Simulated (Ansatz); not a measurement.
```yaml
crystal:
  periodic: [false, false, false]
  atoms:
    - {symbol: Ge, position_ang: [-1.023555, -0.657427, -0.753227]}
    - {symbol: Ge, position_ang: [0.805769, -0.692260, 1.178405]}
    - {symbol: Ge, position_ang: [0.659575, 1.021263, -0.645816]}
    - {symbol: Ge, position_ang: [-2.144902, 0.216793, -1.763912]}
    - {symbol: Ge, position_ang: [-0.196905, -1.749231, -1.473310]}
    - {symbol: Ge, position_ang: [-0.182320, 1.838521, -1.763042]}
    - {symbol: Ge, position_ang: [1.748955, 0.191754, -1.719400]}
    - {symbol: Ge, position_ang: [-0.192177, 0.164692, 0.197892]}
    - {symbol: Si, position_ang: [-0.981857, 1.147943, -2.339166]}
    - {symbol: Si, position_ang: [0.664684, -0.778439, -2.291534]}
    - {symbol: Si, position_ang: [-0.965295, -0.794605, 2.600953]}
    - {symbol: Si, position_ang: [0.797749, 1.125625, 3.033439]}
    - {symbol: Si, position_ang: [-0.168802, -1.775502, 2.127606]}
    - {symbol: Si, position_ang: [-0.147046, 0.147353, -3.109515]}
    - {symbol: Si, position_ang: [1.776041, 0.165988, 2.126146]}
    - {symbol: Si, position_ang: [-0.152253, 0.179436, 3.395803]}
    - {symbol: H, position_ang: [-1.483732, 1.734933, -3.374135]}
    - {symbol: H, position_ang: [1.377323, -1.382069, -2.817945]}
    - {symbol: H, position_ang: [-1.829389, -1.383276, -0.131674]}
    - {symbol: H, position_ang: [1.406180, -1.208106, 0.438657]}
    - {symbol: H, position_ang: [1.189339, 1.564354, -0.132013]}
    - {symbol: H, position_ang: [-1.762926, -1.165026, 3.126187]}
    - {symbol: H, position_ang: [-1.472418, -0.205293, 2.057744]}
    - {symbol: H, position_ang: [0.209244, 1.718467, 2.400072]}
    - {symbol: H, position_ang: [1.364165, 1.509626, 3.645715]}
    - {symbol: H, position_ang: [-2.382580, -0.345393, -2.039093]}
    - {symbol: H, position_ang: [-2.780378, 0.728482, -0.997373]}
    - {symbol: H, position_ang: [-0.805996, -2.382173, -2.011111]}
    - {symbol: H, position_ang: [0.407535, -2.388447, -1.093465]}
    - {symbol: H, position_ang: [-0.743193, -2.402089, 1.297860]}
    - {symbol: H, position_ang: [0.414569, -2.375384, 2.364800]}
    - {symbol: H, position_ang: [-0.764055, -0.435864, -3.638277]}
    - {symbol: H, position_ang: [0.376083, 0.654091, -3.637214]}
    - {symbol: H, position_ang: [0.407621, 2.779907, -2.377256]}
    - {symbol: H, position_ang: [-0.724235, 2.780231, -1.161608]}
    - {symbol: H, position_ang: [2.382767, 0.685191, -2.012052]}
    - {symbol: H, position_ang: [2.046255, -0.413834, -1.094218]}
    - {symbol: H, position_ang: [-0.687391, 0.803718, 0.882838]}
    - {symbol: H, position_ang: [2.403006, 0.738982, 1.295828]}
    - {symbol: H, position_ang: [2.036218, -0.417969, 2.757242]}
    - {symbol: H, position_ang: [-0.771241, 0.774535, 3.933165]}
    - {symbol: H, position_ang: [0.366834, -0.366043, 4.566604]}
basis:
  gaussian: {orbitals: def2-mTZVP, fitting: {mean_field: def2-universal-jkfit}}
hamiltonian: {xc: {name: HF}}
scf: {omitted_lower_state_checks: [starts]}
```

```sh
$ ansatz run in.yaml --threads 4 --pin off --events-out ev --progress --plain --max-ram 46080MiB --backend cuda --devices 0, --max-vram 37GiB
```

Output, abridged:

```
Functional definition: HF
3620 factors; integrals over basis functions are off by at most 3.5e-1 eV
mean field evaluation 1: about -514619.1482 eV, gradient 8.4e1 eV
mean field evaluation 2: about -514629.2854 eV, gradient 6.3e1 eV
mean field evaluation 4: about -514637.6434 eV, gradient 6.6e0 eV
mean field evaluation 8: about -514637.7693 eV, gradient 1.7e-1 eV
mean field -514637.76963577 eV, -18912.5892001054 hartree, gradient 2.0e-5 eV, S^2 0.000000; 0 other end points of the search recorded, 0 dependent functions left out
reference -514637.76963577 eV, -18912.5892001054 hartree; 197, 197 occupied and 345, 345 virtual orbitals, 3620 factors
Total energy: -514637.76963577 eV, -18912.5892001054 hartree
Checks for a lower state left out: starts
```

In this input the geometry is squeezed to about two thirds of its size. The calculation finished and met its thresholds. The result belongs to that input, not to the species as meant.
